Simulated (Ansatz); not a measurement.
Cl2MoO2 (SMILES [O]=[Mo](=[O])([Cl])[Cl]), singlet, at a GFN2-xTB geometry (such geometries of metal compounds can be far from the true shape) (core potentials on Mo), atoms displaced at random by about 0.02 Å a coordinate. Base run: PBE/def2-SV(P) (Ansatz, a program for electronic structure).

Ansatz was given this input:
Ansatz 0.2 input:
```yaml
crystal:
  periodic: [false, false, false]
  atoms:
    - {symbol: Mo, position_ang: [0.34419035, -0.09879304, 0.08154107]}
    - {symbol: O, position_ang: [1.45830285, -0.58408716, -0.93487350]}
    - {symbol: O, position_ang: [0.74210119, 0.19810830, 1.64684725]}
    - {symbol: Cl, position_ang: [-0.46811365, 1.79403701, -0.68605376]}
    - {symbol: Cl, position_ang: [-1.30931346, -1.50519459, 0.10188451]}
basis:
  gaussian:
    orbitals: def2-SV_P_.json
hamiltonian:
  xc: pbe
relax: {}
```
The basis file holds def2-SV(P) in the JSON format of the Basis Set Exchange.

Each row names what was changed in the base input (with any setting that the change needs).

```tsv
change	ΔE vs base (kJ/mol)	optimiser steps	core-seconds (rough)
base	0.00	5	20
relax = f_tol: 0.002	0.00	7	20
relax = f_tol: 0.1	0.04	4	10
relax = f_tol: 0.05	0.00	5	10
relax = max_displacement: 0.5	0.00	5	20
relax = escape_saddle: false	0.00	5	10
relax = max_displacement: 0.02	0.00	12	30
```
